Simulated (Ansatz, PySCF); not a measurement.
Potential energy curve for GaBe (anion, charge -1), lowest triplet found (which spin is the ground state isn't settled by this scan).

- UKS-PBE = unrestricted PBE/aug-cc-pVDZ in Ansatz (an electronic-structure program)
- ROMP2 = Ansatz with MP2 on ROHF/aug-cc-pVDZ, cores with 3d frozen
- UHF/3-21G = unrestricted Hartree-Fock/3-21G run with PySCF

Energies are in mEh, each relative to the lowest point of its own curve between 1.88 and 2.76 Å, where full CI is lowest.

```csv
R / Å,UKS-PBE,ROMP2,UHF/3-21G
1.57,126.7,134.8,114.2
1.71,66.1,69.5,55.9
1.82,36.6,36.7,28.7
1.88,25.4,23.9,18.8
1.97,13.4,9.9,___
2.07,5.3,0.0,___
2.14,2.1,13.9,0.5
2.21,0.4,8.8,0.0
2.25,0.0,___,0.2
2.34,0.2,___,1.3
2.48,2.6,0.7,3.9
2.61,6.3,0.5,5.8
2.76,11.2,___,7.2
2.93,___,6.4,8.5
```

Task: What belongs in the gaps?

Result: 
- 1.97, UHF/3-21G: 8.7
- 2.07, UHF/3-21G: 2.5
- 2.25, ROMP2: 6.6
- 2.34, ROMP2: 3.2
- 2.76, ROMP2: 2.7
- 2.93, UKS-PBE: 15.7

The scan ran from 1.57 to 7.41 Å; beyond the distances shown full CI changes its symmetry label. The unrestricted determinant behind UKS-PBE is spin-contaminated at 1.57 Å (<S²> up to 2.1, against 2.00 for a pure triplet). Where the anion isn't bound against loss of the electron, the finite basis alone holds it. The T1 diagnostic of CCSD on the restricted reference of ROMP2 exceeds 0.045 at 2.14 to 2.48 Å. The unrestricted determinant behind UHF/3-21G is spin-contaminated at 1.57 to 2.76 Å (<S²> up to 2.7, against 2.00 for a pure triplet).
